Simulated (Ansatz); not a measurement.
The cluster Ag5Se⁻ (the lowest singlet isomer of a short search). The state is a singlet with charge -1. Geometry r2SCAN-D4/def2-SVPD, basis def2-TZVPD, Ansatz.

```
atom   x (Å)   y (Å)   z (Å)
 Ag1   1.502  -0.727   0.274
 Ag2   0.708  -2.607  -1.471
 Ag3  -0.380   1.439   0.802
 Ag4  -2.727   1.332  -0.499
 Ag5  -0.976  -0.628  -0.905
 Se6   1.875   1.191   1.799
```

```tsv
run	HOMO (eV)	LUMO (eV)
A	-0.87	0.54
B	-1.03	0.34
C	-3.56	2.67
D	-1.15	0.72
E	-0.77	0.40
F	-1.52	1.04
```

In the def2 sets Ag takes a core potential; there is no spin–orbit coupling. LC-ωPBE has ω = 0.4 bohr⁻¹. HSE06 is defined as in plane-wave codes, on full-range PBE exchange. No other spin state of charge -1 was run. The structure comes from a short search, and lower isomers may exist.

The runs used B97M-V, HSE06, LC-ωPBE, PBE, PBE0, r2SCAN. Estimate which is which.

A r2SCAN (0 % exact exchange); B B97M-V (0 % exact exchange); C LC-ωPBE (range-separated); D HSE06 (range-separated); E PBE (0 % exact exchange); F PBE0 (25 % exact exchange). Exact exchange lowers occupied and raises empty levels; among semilocal functionals meta-GGAs tend to open the gap a little, and such runs are hard to tell apart. The gap grows from 1.18 eV (PBE) to 6.23 eV (LC-ωPBE).
